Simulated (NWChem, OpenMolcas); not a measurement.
A ladder of methods for SnHClOF2 (SMILES [OH][Sn]([F])([F])[Cl])

SnHClOF2: 6 atoms, total charge 0, spin state singlet. As SMILES, `[OH][Sn]([F])([F])[Cl]`. The shape is that of a PBE0-D4/def2-TZVP optimisation. This is one conformer, not always the lowest.

Each level gives the HOMO–LUMO gap (eV). The values are calculated.

```
                           level             kind     program  value (eV)  CPU time
 SVWN5/def2-SVP (core potential)              LDA  OpenMolcas        4.31      30 s
   PBE/def2-SVP (core potential)              GGA      NWChem        4.44      21 s
 M06-L/def2-SVP (core potential)         meta-GGA  OpenMolcas        5.16      47 s
  TPSS/def2-SVP (core potential)         meta-GGA  OpenMolcas        4.71      49 s
 B3LYP/def2-SVP (core potential)    global hybrid  OpenMolcas        6.54      38 s
M06-2X/def2-SVP (core potential)  hybrid meta-GGA  OpenMolcas        9.95      58 s
  PBE0/def2-SVP (core potential)    global hybrid      NWChem        7.18      19 s
B2PLYP/def2-SVP (core potential)    double hybrid  OpenMolcas        9.97      30 s
```

The values span 4.31 to 9.97 eV. Orbital gaps aren't excitation energies, and those of double hybrids come from the SCF part alone; they tend to grow with the share of exact exchange. CPU times are rough (shared hosts, several kinds of processor and program).
